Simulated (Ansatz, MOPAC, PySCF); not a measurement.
Two conformers of C3H8S2 (SMILES CSCSC), B3LYP-D3(BJ)/def2-TZVP minima.
Conformer 1 (charge 0, multiplicity 1):
```xyz
13

C      2.02210    -0.81574    -0.49039
S      1.05126    -0.33014     0.95842
C      0.18961     1.11952     0.28321
S     -0.96684     0.82864    -1.08713
C     -2.19420    -0.20034    -0.24323
H      1.36520    -0.98198    -1.34286
H      2.52935    -1.74498    -0.23655
H      2.76581    -0.05712    -0.73521
H     -0.33691     1.56862     1.12533
H      0.91464     1.84235    -0.09085
H     -2.91292    -0.52005    -0.99586
H     -2.71366     0.36542     0.53048
H     -1.71344    -1.07422     0.19388
```
Conformer 2 (charge 0, multiplicity 1):
```xyz
13

C      2.7460    -0.2981    -0.0154
S      1.4778     0.7459     0.7533
C      0.0074     0.0805    -0.0817
S     -1.2876     1.3543    -0.0285
C     -2.7464     0.2939    -0.2197
H      2.5848    -1.3519     0.2120
H      2.7738    -0.1505    -1.0952
H      3.7012     0.0098     0.4078
H     -0.3514    -0.8152     0.4268
H      0.2627    -0.1655    -1.1131
H     -2.8239    -0.4183     0.6020
H     -3.6142     0.9519    -0.1998
H     -2.7302    -0.2367    -1.1716
```

No zero-point or thermal terms.

Rows in LANL2DZ carry no dispersion term and start afresh at each structure. LANL2DZ brings its own core potentials from Na on. The state that PM6 reach isn't checked.

The values were computed with Ansatz (a quantum-chemistry and plane-wave program) with Gaussian orbitals; MOPAC for PM6 (differences of heats of formation); PySCF for LANL2DZ rows, the dispersion terms. 

Problem. One of these levels gives 4.71 kcal/mol for the electronic energy of conformer 2 less that of conformer 1. Which?
(A) PM6
(B) BHLYP-D4/def2-TZVPP
(C) B3LYP/LANL2DZ
(D) BLYP/def2-TZVPP

Solution. B, BHLYP-D4/def2-TZVPP. The others give 2.18 (PM6), 4.07 (BLYP/def2-TZVPP), 5.84 (B3LYP/LANL2DZ)
